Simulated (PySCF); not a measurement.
# Towards the basis-set limit for SiSe

State: ¹Σ⁺, singlet, closed shell. De refers to Si + Se. RHF-based CCSD(T) in PySCF 2.14 with Si cc-pV(T+d)Z, Se cc-pVTZ-PP with ECP10 and Si cc-pV(Q+d)Z, Se cc-pVQZ-PP with ECP10 (frozen core orbitals: 14; scalar-relativistic core potentials). Correlation energies are extrapolated as n⁻³ (n = 3, 4), Hartree–Fock as (n+1)·exp(−9√n). CV is the change on freezing 5 orbitals instead, in Si cc-pwCVTZ, Se cc-pwCVTZ-PP with ECP10.

```json
{"Level": "CCSD(T)/TZ", "Re (Å)": "2.0793", "ωe (cm⁻¹)": "572.2", "ωexe (cm⁻¹)": "1.62", "αe (cm⁻¹)": "0.000745", "De (eV)": "5.321"}
{"Level": "CCSD(T)/QZ", "Re (Å)": "2.0717", "ωe (cm⁻¹)": "577.4", "ωexe (cm⁻¹)": "1.63", "αe (cm⁻¹)": "0.000749", "De (eV)": "5.507"}
{"Level": "HF/CBS", "Re (Å)": "2.0369", "ωe (cm⁻¹)": "631.6", "ωexe (cm⁻¹)": "1.40", "αe (cm⁻¹)": "0.000658", "De (eV)": "3.248"}
{"Level": "MP2/CBS", "Re (Å)": "2.0656", "ωe (cm⁻¹)": "586.7", "ωexe (cm⁻¹)": "1.44", "αe (cm⁻¹)": "0.000716", "De (eV)": "5.807"}
{"Level": "CCSD/CBS", "Re (Å)": "2.0539", "ωe (cm⁻¹)": "604.7", "ωexe (cm⁻¹)": "1.46", "αe (cm⁻¹)": "0.000693", "De (eV)": "5.326"}
{"Level": "CCSD(T)/CBS", "Re (Å)": "2.0675", "ωe (cm⁻¹)": "581.5", "ωexe (cm⁻¹)": "1.62", "αe (cm⁻¹)": "0.000746", "De (eV)": "5.639"}
{"Level": "CCSD(T)/CBS+CV", "Re (Å)": "2.0568", "ωe (cm⁻¹)": "585.7", "ωexe (cm⁻¹)": "1.64", "αe (cm⁻¹)": "0.000758", "De (eV)": "5.711"}
```

Problem. How much is left between CCSD(T)/QZ and the basis-set limit, and how much do the triples give at the limit?

Solution. CCSD(T)/CBS less CCSD(T)/QZ: -4.2 mÅ in Re, +4.1 cm⁻¹ in ωe and +0.132 eV in De. CCSD(T)/CBS less CCSD/CBS: +13.6 mÅ in Re, -23.2 cm⁻¹ in ωe and +0.313 eV in De.

Problem. What do the later terms add?

Solution. CV: -10.7 mÅ in Re, +4.2 cm⁻¹ in ωe and +0.072 eV in De, each against the row above.

The T1 diagnostic is 0.025, large enough to doubt a single reference. The open-shell atoms are computed with UHF. Spin–orbit coupling, excitations beyond (T) and corrections to the Born–Oppenheimer picture are left out.

The whole job (state search and all basis sets along the bond) took about 13 min on 4 threads of Intel Xeon Platinum 8259CL @ 2.50GHz (shared host), peak memory 6.6 GiB.
